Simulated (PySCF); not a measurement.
# First hyperpolarisability: `CN(C)C1=C/C=C\C=C/C=C\1`, C10H13N

Molfile (atoms numbered from 1):
```
C10H13N
     RDKit          3D

 24 24  0  0  0  0  0  0  0  0999 V2000
   -2.3383   -1.0627    0.5872 C   0  0  0  0  0  0  0  0  0  0  0  0
   -1.8217    0.0645   -0.1523 N   0  0  0  0  0  0  0  0  0  0  0  0
   -2.5373    1.2918    0.0561 C   0  0  0  0  0  0  0  0  0  0  0  0
   -0.4593    0.1213   -0.4237 C   0  0  0  0  0  0  0  0  0  0  0  0
    0.2281    1.2903   -0.4985 C   0  0  0  0  0  0  0  0  0  0  0  0
    1.6184    1.4809   -0.9057 C   0  0  0  0  0  0  0  0  0  0  0  0
    2.7260    0.8959   -0.4092 C   0  0  0  0  0  0  0  0  0  0  0  0
    2.7941   -0.0996    0.6604 C   0  0  0  0  0  0  0  0  0  0  0  0
    2.1092   -1.2528    0.7320 C   0  0  0  0  0  0  0  0  0  0  0  0
    1.2170   -1.7732   -0.3103 C   0  0  0  0  0  0  0  0  0  0  0  0
    0.1291   -1.1819   -0.8179 C   0  0  0  0  0  0  0  0  0  0  0  0
   -3.4065   -1.2049    0.3604 H   0  0  0  0  0  0  0  0  0  0  0  0
   -2.2337   -0.9343    1.6842 H   0  0  0  0  0  0  0  0  0  0  0  0
   -1.8030   -1.9802    0.3123 H   0  0  0  0  0  0  0  0  0  0  0  0
   -3.6133    1.0749    0.1201 H   0  0  0  0  0  0  0  0  0  0  0  0
   -2.2390    1.8202    0.9854 H   0  0  0  0  0  0  0  0  0  0  0  0
   -2.3778    1.9785   -0.7890 H   0  0  0  0  0  0  0  0  0  0  0  0
   -0.3152    2.2212   -0.3116 H   0  0  0  0  0  0  0  0  0  0  0  0
    1.7835    2.2877   -1.6328 H   0  0  0  0  0  0  0  0  0  0  0  0
    3.6934    1.2628   -0.7737 H   0  0  0  0  0  0  0  0  0  0  0  0
    3.5271    0.1043    1.4517 H   0  0  0  0  0  0  0  0  0  0  0  0
    2.3152   -1.9261    1.5735 H   0  0  0  0  0  0  0  0  0  0  0  0
    1.4717   -2.7706   -0.6932 H   0  0  0  0  0  0  0  0  0  0  0  0
   -0.4376   -1.7160   -1.5909 H   0  0  0  0  0  0  0  0  0  0  0  0
  1  2  1  0
  2  3  1  0
  2  4  1  0
  4  5  2  0
  5  6  1  0
  6  7  2  0
  7  8  1  0
  8  9  2  0
  9 10  1  0
 10 11  2  0
 11  4  1  0
  1 12  1  0
  1 13  1  0
  1 14  1  0
  3 15  1  0
  3 16  1  0
  3 17  1  0
  5 18  1  0
  6 19  1  0
  7 20  1  0
  8 21  1  0
  9 22  1  0
 10 23  1  0
 11 24  1  0
M  END
```

Computed, not measured: quadratic response CAM-B3LYP/def2-SVPD first hyperpolarisability, Taylor convention, gas phase (PySCF). Geometry: PBE0-D3(BJ)/def2-SVP.

**Question.** What is the first hyperpolarisability, and how does it disperse?

**Answer.** In au, Taylor convention; the vector part is βᵢ = ⅓ Σⱼ (βᵢⱼⱼ + βⱼᵢⱼ + βⱼⱼᵢ); β∥ is 3/5 of the vector part along the dipole, the dipole points from − to +:
| process | λ (nm) | β vector norm | β∥ | β HRS | depolarisation ratio |
| --- | --- | --- | --- | --- | --- |
| static β(0;0,0) | ∞ | 512.4 | 261.7 | 224.2 | 4.23 |
| second harmonic β(−2ω;ω,ω) | 1907 | 580.2 | 298.0 | 253.0 | 4.29 |
| Pockels β(−ω;ω,0) | 1907 | 533.3 | 272.9 | – | – |
| second harmonic β(−2ω;ω,ω) | 1064 | 812.5 | 423.2 | 350.9 | 4.46 |
| Pockels β(−ω;ω,0) | 1064 | 585.5 | 300.9 | – | – |

**Question.** Which lowest excitations, dipole and polarisabilities go with it?

**Answer.** S1 3.52 eV (f = 0.025); S2 4.97 eV (f = 0.069); S3 5.24 eV (f = 0.071); dipole 1.49 D; isotropic α 130.0 au static, 130.6 au at 1907 nm, 131.9 au at 1064 nm, 132.4 au at 953.5 nm, 138.5 au at 532 nm.
